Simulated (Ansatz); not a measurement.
Geometry optimisation, RHF/6-31G* in Ansatz.

input.yaml

```yaml
crystal:
  periodic: [false, false, false]
  atoms:
    - { symbol: Al, position_ang: [0.8824, -0.9698, 0.9089] }
    - { symbol: O, position_ang: [1.4523, 0.064, -0.9212] }
    - { symbol: F, position_ang: [0.9799, -2.5837, 0.6077] }
    - { symbol: F, position_ang: [1.5764, -0.2066, 2.1855] }
    - { symbol: H, position_ang: [-1.0871, 0.6361, -0.3297] }
    - { symbol: "N", position_ang: [-1.2089, -0.2036, 0.7085] }
    - { symbol: H, position_ang: [0.4251, 0.7584, -1.2249] }
    - { symbol: O, position_ang: [-0.6973, 1.3568, -1.3098] }
    - { symbol: H, position_ang: [1.6437, -0.5097, -1.6601] }
    - { symbol: H, position_ang: [-1.5293, 0.3246, 1.5093] }
    - { symbol: H, position_ang: [-1.908, -0.8953, 0.4741] }
    - { symbol: H, position_ang: [-0.5292, 2.2288, -0.9483] }
basis:
  gaussian: { orbitals: "6-31G*" }
hamiltonian:
  xc: hf
relax:
  f_tol: 0.15
  max_steps: 25
  restrain:
    - { distance: [0, 5], at: 1.92, k: 30.0 }
    - { distance: [4, 7], at: 0.97, k: 30.0 }
    - { distance: [6, 1], at: 0.97, k: 30.0 }
    - { distance: [0, 1], at: 3.17, k: 30.0 }
    - { distance: [4, 5], at: 2.32, k: 30.0 }
    - { distance: [6, 7], at: 2.27, k: 30.0 }
```

Command:

```bash
$ ansatz run input.yaml --threads 2 --pin off --max-ram 3072MiB --backend cpu --events-out ev --progress --plain --runs-dir out
```

Problem. Where does it end, and by what steps?

Solution. It converged. The restraints hold the end off the free minimum. After 10 steps the energy has fallen by 0.675 eV (the restraints' own energy left out); H7 moved furthest, 0.80 Å. Parted: Al1–O2. Joined: O2–H7, H5–O8.

```tsv
step	energy less start (eV)	largest force component (eV/Å)	accepted
0	0.0000	2.479	yes
1	-0.0700	3.011	yes
2	-0.3244	4.740	yes
3	-0.3926	1.394	yes
4	-0.5467	1.373	yes
5	-0.5583	1.734	yes
6	-0.5838	2.168	yes
7	-0.6529	1.526	yes
8	-0.6625	1.620	yes
9	-0.6708	1.512	yes
10	-0.6754	1.570	yes
```

```xyz
12
Properties=species:S:1:pos:R:3
Al 0.528 -1.135 1.321
O 1.783 0.142 -1.272
F 0.892 -2.549 0.597
F 1.543 -0.475 2.412
H -1.139 1.032 -0.682
N -1.180 -0.422 1.120
H 1.106 0.714 -1.635
O -0.971 1.593 -1.441
H 1.901 -0.558 -1.900
H -1.548 0.177 1.833
H -1.911 -1.003 0.761
H -1.003 2.482 -1.115
```

The run took 16 s on 2 threads of Intel(R) Xeon(R) Platinum 8375C CPU @ 2.90GHz (Ice Lake), on a shared host, peak memory 0.23 GiB.
